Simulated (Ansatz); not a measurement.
Ansatz (a program for electronic structure) input (CCSD(T)/def2-TZVPP):

Ansatz 0.2 input:
```yaml
crystal:
  periodic: [false, false, false]
  atoms:
    - {symbol: Si, position_ang: [0.00000000, 0.00000000, 0.00000000]}
basis:
  gaussian:
    orbitals: def2-TZVPP
magnetization: {spin_polarized: true, initial_magnetization: 2}
correlation: {method: ccsd_t, electrons: outside_noble_gas}
scf: {lower_state_search: full}
```

Output:

```
Functional definition: HF
integrals: 0.01 GiB planned
245 factors; integrals over basis functions are off by at most 1.4e-4 eV
mean field: 0.06 GiB planned
mean field evaluation 1: about -7859.8007 eV, gradient 4.1e0 eV
mean field evaluation 2: about -7859.8034 eV, gradient 4.1e0 eV
mean field evaluation 4: about -7860.0317 eV, gradient 2.7e-1 eV
mean field evaluation 8: about -7860.0318 eV, gradient 1.2e-3 eV
mean field evaluation 16: about -7860.0318 eV, gradient 1.9e-2 eV
mean field evaluation 32: about -7860.0318 eV, gradient 2.1e-6 eV
mean field evaluation 64: about -7860.0318 eV, gradient 7.5e-7 eV
mean field evaluation 96: about -7860.0318 eV, gradient 1.6e-2 eV
mean field -7860.03177488 eV, -288.8508400060 hartree, gradient 9.8e-6 eV, S^2 2.015074; 8 other end points of the search recorded, 0 dependent functions left out
5 core orbitals not correlated
reference -7860.03177488 eV, -288.8508400060 hartree; 3, 1 occupied and 34, 36 virtual orbitals, 245 factors
second order -1.52487911 eV of doubles, -0.00000000 eV of singles
coupled cluster: 0.07 GiB planned
cycle   1  -1.86437115 eV  change   -3.4e-1 eV  update   5.5e-2
cycle   2  -2.01058195 eV  change   -1.5e-1 eV  update   2.2e-2
cycle   3  -2.02213835 eV  change   -1.2e-2 eV  update   5.7e-3
cycle   4  -2.02423261 eV  change   -2.1e-3 eV  update   1.2e-3
cycle   5  -2.02347733 eV  change    7.6e-4 eV  update   2.4e-4
cycle   6  -2.02388551 eV  change   -4.1e-4 eV  update   6.0e-5
cycle   7  -2.02378069 eV  change    1.0e-4 eV  update   1.3e-5
cycle   8  -2.02379544 eV  change   -1.5e-5 eV  update   2.4e-6
cycle   9  -2.02379577 eV  change   -3.4e-7 eV  update   5.2e-7
perturbative correction -0.06772492 eV, -0.0024888448 hartree
Total energy: -7862.12329557 eV, -288.9277019738 hartree
```
